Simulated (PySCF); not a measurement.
CuOF, triplet: data card

These are results of UPBE0/[Cu def2-TZVP, O def2-TZVP, F def2-TZVP], no relativity, density fitting, PySCF, not measurements.

The structure is a minimum.

Z-matrix (Å, degrees; charge 0 multiplicity 3):
```
Cu
O  1 1.6808
F  1 1.7230 2 180.00
```

| Item | Value |
| --- | --- |
| Point group | C∞v |
| Bond lengths | Cu–F 1.723 Å, Cu–O 1.681 Å |
| Bond angles | F–Cu–O 180.0° |
| Rotational constants | 0.1665 cm⁻¹ |
| Entropy at 298.15 K and 1 bar (electronic part: spin only) | 267.9 J/(mol K) |
| Rotational symmetry number | 1 |
| Enthalpy at 298.15 K above 0 K | 12.67 kJ/mol |
| Atomisation energy without zero-point energy | 616 kJ/mol |
| Spin squared ⟨S²⟩ | 2.020 |
| Lowest empty level (β) | -5.38 eV |
| Dipole moment | 1.93 D |
| Principal quadrupole moments (Buckingham, traceless) about the centre of mass | -9.59, 4.80, 4.80 D Å |
| Zero-point energy | 10.3 kJ/mol |
| Highest occupied level (β) | -9.44 eV |
| Heat capacity Cp at 298.15 K | 51.9 J/(mol K) |
| Principal polarisabilities | 16.6, 16.6, 50.3 bohr³ |

Harmonic modes (masses in u: Cu 62.930, O 15.995, F 18.998):
| symmetry | ω (cm⁻¹) | IR (km/mol, summed over degenerate members) |
| --- | --- | --- |
| π | 149 | 46.3 |
| σ+ | 610 | 67.1 |
| σ+ | 808 | 7.7 |

In C∞v the vibrations span π + 2σ+.

Charges (e):
```csv
atom,Mulliken,Löwdin,polar tensor,spin (Mulliken),Mayer order to Cu1
Cu1,0.72,0.42,0.72,0.47,–
O2,-0.23,-0.09,-0.04,1.43,1.35
F3,-0.49,-0.33,-0.68,0.11,0.80
```

Mulliken populations on Cu1: s 6.60, p 12.27, d 9.41, f 0.00.

Formally Cu is in oxidation state +3, d8, with 2 unpaired electrons (the high-spin count). The Mulliken spin on Cu is 0.47, so most of the spin sits on the ligands and the formal count fails. The polar-tensor charge on Cu, 0.72, is far below the formal one.

Only a few start shapes were tried, so a lower isomer may exist. Other spin states or occupations of the open shell can lie lower.

The final relaxation and frequency run took 30 s on 4 threads of a shared Arm Neoverse V1 host, with 107 basis functions and 10 gradients; the process peaked at 0.92 GiB. Launch command: `OMP_NUM_THREADS=4 python axn.py task.json out`.
